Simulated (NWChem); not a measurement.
System: BSiH₄OCl; SMILES OB([SiH3])Cl

The following NWChem deck was run.

```
start job
memory heap 200 mb stack 900 mb global 1100 mb
geometry units angstroms noautosym nocenter noautoz
  B      0.438769    -0.099822     0.005475
  Cl    -0.603476    -1.544302     0.070523
  O      1.770192    -0.257037    -0.038834
  H      2.047664    -1.183576    -0.030504
  Si    -0.417352     1.737611     0.000553
  H      0.598339     2.832908    -0.056904
  H     -1.243196     1.910818     1.236747
  H     -1.329764     1.864305    -1.179121
end
basis spherical
  * library pcsseg-1
end
dft
  xc slater vwn_5
  iterations 150
end
property
  shielding 7 1 2 3 4 5 6 7
  efieldgrad
end
task dft property
```

Output (shortened):

```
             Northwest Computational Chemistry Package (NWChem) 7.3.0
             --------------------------------------------------------

                             Geometry "geometry" -> ""
                             -------------------------

 Output coordinates in angstroms (scale by  1.889725989 to convert to a.u.)

  No.       Tag          Charge          X              Y              Z
 ---- ---------------- ---------- -------------- -------------- --------------
    1 B                    5.0000     0.43876900    -0.09982200     0.00547500
    2 Cl                  17.0000    -0.60347600    -1.54430200     0.07052300
    3 O                    8.0000     1.77019200    -0.25703700    -0.03883400
    4 H                    1.0000     2.04766400    -1.18357600    -0.03050400
    5 Si                  14.0000    -0.41735200     1.73761100     0.00055300
    6 H                    1.0000     0.59833900     2.83290800    -0.05690400
    7 H                    1.0000    -1.24319600     1.91081800     1.23674700
    8 H                    1.0000    -1.32976400     1.86430500    -1.17912100

 Effective nuclear repulsion energy (a.u.)     184.1468956007

                              NWChem Property Module
                              ----------------------

  itol2e modified to match energy
  convergence criterion.

                                 NWChem DFT Module
                                 -----------------

 Summary of "ao basis" -> "ao basis" (spherical)
 ------------------------------------------------------------------------------
       Tag                 Description            Shells   Functions and Types
 ---------------- ------------------------------  ------  ---------------------
 B                          pcsseg-1                 7       17   3s3p1d
 Cl                         pcsseg-1                10       24   4s5p1d
 O                          pcsseg-1                 7       17   3s3p1d
 H                          pcsseg-1                 3        5   2s1p
 Si                         pcsseg-1                10       24   4s5p1d

  itol2e modified to match energy
  convergence criterion.

            General Information
            -------------------
          SCF calculation type: DFT
          Wavefunction type:  closed shell.
          No. of atoms     :     8
          No. of electrons :    48
           Alpha electrons :    24
            Beta electrons :    24
          Charge           :     0
          Spin multiplicity:     1
          Use of symmetry is: off; symmetry adaption is: off
          Maximum number of iterations: 150
          AO basis - number of functions:   102
                     number of shells:    46
          Convergence on energy requested:  1.00D-07
          Convergence on density requested:  1.00D-05
          Convergence on gradient requested:  5.00D-04

              XC Information
              --------------
                        Slater Exchange Functional  1.000 local
                      VWN V Correlation Functional  1.000 local

             Grid Information
             ----------------
          Grid used for XC integration:  fine
          Radial quadrature: Mura-Knowles
          Angular quadrature: Lebedev.
          Tag              B.-S. Rad. Rad. Pts. Rad. Cut. Ang. Pts.
          ---              ---------- --------- --------- ---------
          B                   0.85       70          10.0       590
          Cl                  1.00      123          12.0       770
          O                   0.60       70          11.0       590
          H                   0.35       60          12.0       590
          Si                  1.10      123          11.0       770
          Grid pruning is: on
          Number of quadrature shells:   626
          Spatial weights used:  Erf1

      Superposition of Atomic Density Guess
      -------------------------------------

 Sum of atomic energies:        -849.51826564

[...]

          -----------------------------------------
          Chemical Shielding Tensors (GIAO, in ppm)
          -----------------------------------------

                                NWChem CPHF Module
                                ------------------

  scftype          =     RHF
  nclosed          =       24
  nopen            =        0
  variables        =     1872
  # of vectors     =        3
  tolerance        = 0.10D-03
  level shift      = 0.00D+00
  max iterations   =       50
  max subspace     =       30

 SCF residual:    1.1063499780312928E-005

Iterative solution of linear equations
  No. of variables     1872
  No. of equations        3
  Maximum subspace       30
        Iterations       50
       Convergence  1.0D-04

   iter   nsub   residual    time
   ----  ------  --------  ---------
     1      3    7.98D-06      32.3

      Atom:    1  B
        Diamagnetic
    205.4027      5.8941     -0.8237
      5.8941    206.8764     -0.6244
     -0.8237     -0.6244    185.4943

        Paramagnetic
   -193.5331    -19.0493      3.6313
    -19.0493   -170.7558      2.0133
      3.6313      2.0133   -101.9240

        Total Shielding Tensor
     11.8696    -13.1552      2.8076
    -13.1552     36.1206      1.3889
      2.8076      1.3889     83.5703

           isotropic =      43.8535
          anisotropy =      59.7652

          Principal Components and Axis System
                 1           2           3
               83.6970     41.8856      5.9780

      1         0.0355     -0.4017      0.9151
      2         0.0194      0.9158      0.4012
      3         0.9992     -0.0035     -0.0403

      Atom:    2  Cl
        Diamagnetic
   1148.8104      3.4515     -0.2009
      3.4515   1151.2192     -0.2424
     -0.2009     -0.2424   1145.0472

        Paramagnetic
   -781.9359    172.5532      9.8814
    172.5532   -351.8924     -7.2768
      9.8814     -7.2768   -410.8183

        Total Shielding Tensor
    366.8745    176.0047      9.6804
    176.0047    799.3268     -7.5191
      9.6804     -7.5191    734.2288

           isotropic =     633.4767
          anisotropy =     342.8148

          Principal Components and Axis System
                 1           2           3
              862.0199    734.4281    303.9822

      1         0.3343      0.0356      0.9418
      2         0.9420      0.0193     -0.3351
      3        -0.0301      0.9992     -0.0270

      Atom:    3  O
        Diamagnetic
    403.4423     -9.8372     -0.8646
     -9.8372    390.2101      0.0262
     -0.8646      0.0262    373.7704

        Paramagnetic
   -290.9678     22.7784      4.9381
     22.7784   -444.7456      5.1209
      4.9381      5.1209   -139.8998

        Total Shielding Tensor
    112.4745     12.9412      4.0735
     12.9412    -54.5354      5.1471
      4.0735      5.1471    233.8705

           isotropic =      97.2699
          anisotropy =     205.2682

          Principal Components and Axis System
                 1           2           3
              234.1154    113.3067    -55.6125

      1         0.0355      0.9964     -0.0764
      2         0.0194      0.0757      0.9969
      3         0.9992     -0.0369     -0.0167

      Atom:    4  H
        Diamagnetic
     30.6958     -8.1231     -0.2855
     -8.1231     38.6041     -0.1120
     -0.2855     -0.1120     18.1846

        Paramagnetic
     -4.4748      3.8159      0.1790
      3.8159    -12.6398      0.1638
      0.1790      0.1638      2.6624

        Total Shielding Tensor
     26.2211     -4.3072     -0.1064
     -4.3072     25.9643      0.0518
     -0.1064      0.0518     20.8470

           isotropic =      24.3441
          anisotropy =       9.0886

          Principal Components and Axis System
                 1           2           3
               30.4032     21.7850     20.8442

      1         0.7175      0.6956      0.0358
      2        -0.6964      0.7174      0.0200
      3        -0.0118     -0.0393      0.9992

      Atom:    5  Si
        Diamagnetic
    880.3803     -1.8691     -0.0085
     -1.8691    886.0306     -0.0663
     -0.0085     -0.0663    879.1364

        Paramagnetic
   -441.7881      6.6494     -0.8211
      6.6494   -424.1411     -0.9532
     -0.8211     -0.9532   -461.3720

        Total Shielding Tensor
    438.5922      4.7803     -0.8296
      4.7803    461.8895     -1.0194
     -0.8296     -1.0194    417.7645

           isotropic =     439.4154
          anisotropy =      35.1700

          Principal Components and Axis System
                 1           2           3
              462.8621    437.6686    417.7155

      1         0.1940      0.9804      0.0353
      2         0.9807     -0.1948      0.0192
      3        -0.0257     -0.0309      0.9992

      Atom:    6  H
        Diamagnetic
     27.4516      5.9662     -0.3130
      5.9662     33.3622     -0.4344
     -0.3130     -0.4344     21.9389

        Paramagnetic
      0.1835     -2.4447      0.1058
     -2.4447     -3.0446      0.1813
      0.1058      0.1813      1.8068

        Total Shielding Tensor
     27.6351      3.5215     -0.2072
      3.5215     30.3176     -0.2531
     -0.2072     -0.2531     23.7457

           isotropic =      27.2328
          anisotropy =       8.2854

          Principal Components and Axis System
                 1           2           3
               32.7564     25.2086     23.7334

      1         0.5672      0.8228      0.0356
      2         0.8228     -0.5680      0.0194
      3        -0.0362     -0.0183      0.9992

      Atom:    7  H
        Diamagnetic
     26.2549     -2.5823     -6.3903
     -2.5823     25.2886      2.6483
     -6.3903      2.6483     30.1506

        Paramagnetic
      0.1901      1.6624      2.9880
      1.6624      0.8371     -1.2152
      2.9880     -1.2152     -1.5791

        Total Shielding Tensor
     26.4449     -0.9199     -3.4023
     -0.9199     26.1257      1.4330
     -3.4023      1.4330     28.5715

[...]
```

Level: LDA (Slater exchange, VWN5)/pcSseg-1, GIAO. Geometry: optimised at PBE0/def2-SVP. NWChem prints the field gradient with the sign opposite to the second derivative of the potential. The printed shielding anisotropy is the first printed principal value minus the mean of the other two.
